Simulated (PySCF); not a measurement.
# Stretching one bond of BH4Si

All numbers below are calculated, not measured. The program is PySCF 2.14.0, an open-source quantum chemistry code, run on an isolated molecule that a program drew, which may never have been made. The molecule is BH4Si (charge 0, doublet), drawn as the SMILES string `[BH][SiH3]`.

The structure below is the HF double-zeta minimum with every atom moved a little at random, so it isn't optimised. Bond Si2-H4 is then set to each length in the table by shifting atom 4 along it, with nothing else relaxed.
```xyz
6
BH4Si, angstrom
B    -1.7829   -0.0304   -1.0693
Si   -0.2288    0.0992    0.1812
H    -2.4470    0.6439   -1.7423
H    -0.5617   -0.3609    1.4939
H     0.3207    1.5452    0.3016
H     0.8177   -0.7457   -0.3864
```

E is the energy above the same method's energy at the HF double-zeta minimum. IE is the energy to remove one electron at fixed geometry, to the singlet state of charge +1, as a difference of total energies. The basis family is cc-pV(n+d)Z, with UHF for radicals and no spin-orbit coupling. Best is HF at quadruple zeta, plus MP2 correlation extrapolated from triple and quadruple zeta, plus CCSD(T) minus MP2 at triple zeta, with a frozen core. The other columns are at triple zeta.

| bond (Å) | E r2SCAN (kcal/mol) | E B3LYP (kcal/mol) | E CCSD(T) (kcal/mol) | E best (kcal/mol) | IE r2SCAN (eV) | IE B3LYP (eV) | IE CCSD(T) (eV) | IE best (eV) | T1 |
|---|---|---|---|---|---|---|---|---|---|
| 1.2973 | 10.72 | 10.29 | 10.64 | 10.54 | 8.334 | 8.211 | 8.091 | 8.131 | 0.014 |
| 1.3073 | ? | ? | ? | ? | ? | ? | ? | ? | ? |
| 1.4013 | 2.75 | 2.56 | 2.77 | 2.67 | 8.340 | 8.219 | 8.101 | 8.140 | 0.014 |
| 1.4303 | 1.79 | 1.66 | 1.85 | 1.76 | 8.342 | 8.221 | 8.104 | 8.143 | 0.014 |
| 1.4803 | 1.13 | 1.09 | 1.26 | 1.19 | 8.345 | 8.225 | 8.110 | 8.148 | 0.014 |

T1 is the CCSD diagnostic of the starting molecule.

**Estimate the best E and IE at 1.3073 Å from the other rows.**

A cubic in the inverse of the bond length through the other values of E best gives 9.41 kcal/mol there. A least-squares quadratic in the bond length through IE best gives 8.132 eV. The calculation gives 9.42 kcal/mol and 8.132 eV, so the fits miss by 0.01 kcal/mol and 0.000 eV. The same recipe one zeta lower moves these two values by 0.11 kcal/mol and 0.02 eV, a gauge of their own error. The rest of the row: E is 9.59 (r2SCAN), 9.19 (B3LYP), 9.52 (CCSD(T)); IE is 8.335 (r2SCAN), 8.212 (B3LYP), 8.092 (CCSD(T)); T1 is 0.014.
